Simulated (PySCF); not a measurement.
Members of one series of related molecules.

All values: PBE0/pcSseg-1 (PySCF) at GFN2-xTB geometries, gas phase, one conformer each.

Question: Rank by HOMO energy, lowest first.
A. `CCP1CC[SiH2]CC1`
B. `CCP1(=O)CC[SiH2]CC1`
C. `CCP1(=N)CC[SiH2]CC1`
D. `[SiH2]1CCP(CC)(=S)CC1`

Answer: B (-7.36 eV), A (-6.53 eV), D (-6.40 eV), C (-6.24 eV).

Question: Rank by the lowest Hirshfeld charge on any atom, highest value first.
A. `CCP1(=S)CC[SiH2]CC1`
B. `P1(CC[SiH2]CC1)(CC)=N`
C. `CCP1CC[SiH2]CC1`

Answer: C (-0.163 e), A (-0.307 e), B (-0.402 e).

All values together:

| SMILES | change | formula | μ (D) | HOMO (eV) | LUMO (eV) | lowest IAO charge (e) | highest IAO charge (e) | lowest Hirshfeld charge (e) | highest Hirshfeld charge (e) |
| --- | --- | --- | --- | --- | --- | --- | --- | --- | --- |
| CCP1CC[SiH2]CC1 | parent | C6H15PSi | 1.03 | -6.53 | 0.89 | -0.537 (C) | +0.749 (Si) | -0.163 (C) | +0.336 (Si) |
| CCP1(=S)CC[SiH2]CC1 | phosphine turned into its sulfide | C6H15PSSi | 4.11 | -6.40 | 0.71 | -0.636 (S) | +1.068 (P) | -0.307 (S) | +0.354 (P) |
| CCP1(=O)CC[SiH2]CC1 | phosphine turned into its oxide | C6H15OPSi | 3.62 | -7.36 | 0.84 | -0.943 (O) | +1.510 (P) | -0.403 (O) | +0.432 (P) |
| CCP1(=N)CC[SiH2]CC1 | phosphine turned into its imine (P=NH) | C6H16NPSi | 2.80 | -6.24 | 0.81 | -1.010 (N) | +1.334 (P) | -0.402 (N) | +0.405 (P) |

Conformers: `[CH3:1][CH2:2][P:3]1[CH2:4][CH2:5][SiH2:6][CH2:7][CH2:8]1` with C1–C2–P3–C4 177°, C2–P3–C4–C5 -171°, P3–C4–C5–Si6 64°, C4–C5–Si6–C7 -47°, C5–Si6–C7–C8 47°; `[CH3:1][CH2:2][P:3]1(=[S:4])[CH2:5][CH2:6][SiH2:7][CH2:8][CH2:9]1` with C1–C2–P3–S4 -55°, C2–P3–C5–C6 176°, P3–C5–C6–Si7 -63°, C5–C6–Si7–C8 52°, C6–Si7–C8–C9 -52°; `[CH3:1][CH2:2][P:3]1(=[O:4])[CH2:5][CH2:6][SiH2:7][CH2:8][CH2:9]1` with C1–C2–P3–O4 180°, C2–P3–C5–C6 -176°, P3–C5–C6–Si7 -63°, C5–C6–Si7–C8 52°, C6–Si7–C8–C9 -52°; `[CH3:1][CH2:2][P:3]1(=[NH:4])[CH2:5][CH2:6][SiH2:7][CH2:8][CH2:9]1` with C1–C2–P3–N4 -47°, C2–P3–C5–C6 175°, P3–C5–C6–Si7 -62°, C5–C6–Si7–C8 52°, C6–Si7–C8–C9 -53°.

Give the shifts from the parent, `CCP1CC[SiH2]CC1`.

```tsv
SMILES	change in μ (D)	change in HOMO (eV)	change in LUMO (eV)
CCP1(=S)CC[SiH2]CC1	+3.08	+0.13	-0.18
CCP1(=O)CC[SiH2]CC1	+2.59	-0.83	-0.05
CCP1(=N)CC[SiH2]CC1	+1.77	+0.29	-0.08
```
